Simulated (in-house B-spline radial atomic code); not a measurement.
The numbers below are computed, except where a source is named.
## Making a Troullier-Martins d channel for Cr, r_c = 3.48 bohr

Cr, [Ar] 3d5 4s1, non-relativistic LDA (VWN5), spherical and spin-unpolarised, from a B-spline radial code for spherical atoms (atomic units). The all-electron 3d level is ε = -0.118121 hartree and its outer maximum at 0.83 bohr.

Inside r_c the pseudo-orbital is u(r) = r^3 exp(p(r)), with p = c0 + c2 r² + c4 r⁴ + … + c12 r¹². The seven coefficients follow from p and its first four derivatives at r_c, from zero curvature of the screened potential at the origin, c4 = −c2²/(2l + 5), and from the norm inside r_c. At r_c the all-electron orbital has P = 0.2218514, P' = -0.1136232, the screened potential V = -0.2278829, V' = 0.127139, V'' = -0.1098905, and the norm inside is Q = 0.9515241.

Question: What are p, p' and p'' at r_c?

Answer: p = ln(P/r_c^3) = ln(0.2218514/42.1442) = -5.24684. p' = P'/P − 3/r_c = -0.51216 − 0.86207 = -1.37423. The radial equation gives p'' = 2(V − ε) − 2(3) p'/r_c − p'² = -0.21952 − (-2.36936) − 1.88850 = 0.26133. Differentiating, p''' = 2V' + 2(3)p'/r_c² − 2(3)p''/r_c − 2p'p'' = -0.15889, and p'''' = 2V'' − 4(3)p'/r_c³ + 4(3)p''/r_c² − 2(3)p'''/r_c − 2p''² − 2p'p''' = 0.13112.

For a trial c2 the five matching conditions are linear in c0, c6, c8, c10 and c12, and c2 is varied until the norm inside r_c equals Q. The root nearest zero gives:

```tsv
n	c_n
0	0.3631263
2	-0.7183181
4	-0.05733121
6	0.02080155
8	-0.002073408
10	9.29701e-05
12	-1.606641e-06
```

Question: Check c4 and p(r_c), and find the screened pseudopotential at the origin.

Answer: −c2²/9 = -0.0573312, as listed. The terms c_n r_c^n are 0.36313, -8.69912, -8.40830, 36.94631, -44.59834, 24.21786, -5.06839, which sum to -5.24684. Inverting the radial equation, V_l(r) = ε + 3 p'/r + (p'' + p'²)/2, so V_l(0) = ε + (2l + 3) c2 = -0.118121 + 7 × (-0.718318) = -5.1463 hartree, finite where the all-electron potential diverges.

Orbitals and screened potentials:

| r (bohr) | P | u | V all-electron | V pseudo |
| --- | --- | --- | --- | --- |
| 0.348 | 0.4586 | 0.0555 | -28.7 | -5.132 |
| 0.87 | 0.8019 | 0.5364 | -4.999 | -4.675 |
| 1.392 | 0.6687 | 0.8806 | -1.673 | -3.019 |
| 1.914 | 0.5076 | 0.6815 | -0.7943 | -0.9477 |
| 2.436 | 0.3828 | 0.4242 | -0.4667 | -0.004655 |
| 2.958 | 0.2905 | 0.2926 | -0.3135 | -0.1109 |
| 3.48 | 0.2219 | 0.2219 | -0.2279 | -0.2279 |

Logarithmic derivatives P'/P at R = 3.78 bohr, for energies E around ε:

```json
{"E − ε (hartree)": "-0.5", "all-electron": "1.12674", "pseudo": "1.16613"}
{"E − ε (hartree)": "-0.25", "all-electron": "0.85979", "pseudo": "0.913103"}
{"E − ε (hartree)": "-0.1", "all-electron": "0.583644", "pseudo": "0.637904"}
{"E − ε (hartree)": "0", "all-electron": "-0.508771", "pseudo": "-0.508779"}
{"E − ε (hartree)": "0.1", "all-electron": "0.936563", "pseudo": "1.15453"}
{"E − ε (hartree)": "0.25", "all-electron": "0.474505", "pseudo": "0.691942"}
{"E − ε (hartree)": "0.5", "all-electron": "-0.117927", "pseudo": "0.282295"}
```
